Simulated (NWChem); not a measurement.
C2H5BF2O; SMILES OB(CF)CF

```xyz
11

O      1.3530    -0.0457    -0.0061
B      0.0129     0.0203    -0.0028
C     -0.7191     1.4195     0.0022
F      0.1433     2.4870     0.0061
C     -0.7960    -1.3494    -0.0103
F      0.1055    -2.4073     0.0128
H      1.6370    -0.9723    -0.0105
H     -1.3886     1.4914     0.8829
H     -1.3864     1.4951    -0.8797
H     -1.4294    -1.4470    -0.9111
H     -1.4705    -1.4418     0.8603
```
Atoms are numbered in this order, from 1.

Computed with NWChem. Medium grid unless said otherwise, to which SCAN and Minnesota functionals are sensitive. Coordinates come from a PBE0/def2-SVP optimisation. Total energies of different functionals are on different scales.

```
level                energy (Ha)  highest occupied level (eV)  orbital gap (eV)  dipole (D)
-------------------  -----------  ---------------------------  ----------------  ----------
PBE/def2-TZVP          -378.7670                        -6.97              6.01        2.47
B3LYP/def2-TZVP        -379.1946                        -8.40              8.20        2.66
PW6B95/def2-TZVP       -379.6128                        -8.76              8.78        2.67
r2SCAN/def2-TZVP       -378.9990                        -7.31              6.72        2.57
BLYP/def2-TZVP         -379.1049                        -6.93               ___        2.50
CAM-B3LYP/def2-TZVP    -379.0595                       -10.12             11.30        2.76
```

Task: Some entries are withheld; supply them.

Result: 
- BLYP/def2-TZVP, orbital gap (eV): 6.08
